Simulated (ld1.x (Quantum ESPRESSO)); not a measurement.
The numbers below are computed, except where a source is named.
Pseudopotentials across the periodic table

Generated with ld1.x 7.5 (TM, RRKJ, ultrasoft, PAW), atompaw 4.2 or ONCVPSP 4.0.1. The cutoff is in Ry: for ld1.x and atompaw files where the sum of valence levels is converged to 10 mRy in a Bessel basis, for ONCV files where the hardest occupied wave has 1 mHa per electron of residual kinetic energy. The error is the largest all-electron minus pseudo excitation energy over each file’s own four to seven test configurations (ionisations up to +4, promotions, holes and added fractions of an electron), all of which were solved. The labels leave out finer settings (local radius, basis sizes, second energies), which also bear on the numbers. Spin-polarised tests are not counted. The rows are a selection from randomly drawn settings: files with unsolved tests, undetermined cutoffs or missed reference levels are left out.

A true bound ghost makes a file unfit for plane-wave use even where its test errors are small: the radial tests pick states by their node count and pass the ghost by.

```tsv
element	potential	cutoff (Ry)	largest error (meV)	bound ghosts
Fe	ultrasoft, LDA (PZ), scalar-relativistic, rc 1.30/1.35/1.35 (spd), local smoothed, core correction yes, reference 3s2 3p6 3d6 4s2 4p0	70	+7.2	none
Co	PAW, PBE, scalar-relativistic, rc 2.50/3.10/0.90 (spd), local smoothed, core correction yes, reference 3d7 4s1.5 4p0	140	-197	s
Zn	TM semilocal, LDA (PZ), scalar-relativistic, rc 1.95/0.80/1.40 (spd), local p, core correction yes, reference 3p6 3d10 4s2 4p0	180	-148	none
In	RRKJ, PW91, scalar-relativistic, rc 1.75/1.95 (sp), local s, core correction no, reference 5s1 5p0	21	+498	none
Ba	RRKJ, LDA (PZ), scalar-relativistic, rc 3.75/2.20/2.65 (spd), local s, core correction yes, reference 5p6 5d0 6s2 6p0	25	-141	none
Hf	TM, PBE, scalar-relativistic, rc 2.80/3.45/2.65 (spd), local s, core correction no, reference 5d2 6s1.5 6p0	21	+317	none
```

Q: Fill in the row for Ni: TM semilocal, PBE, scalar-relativistic, rc 1.95/1.15/1.45 (spd), local d, core correction no, reference 3p6 3d8 4s2 4p0.

A: cutoff 140 Ry, largest error -120 meV, bound ghosts: none.
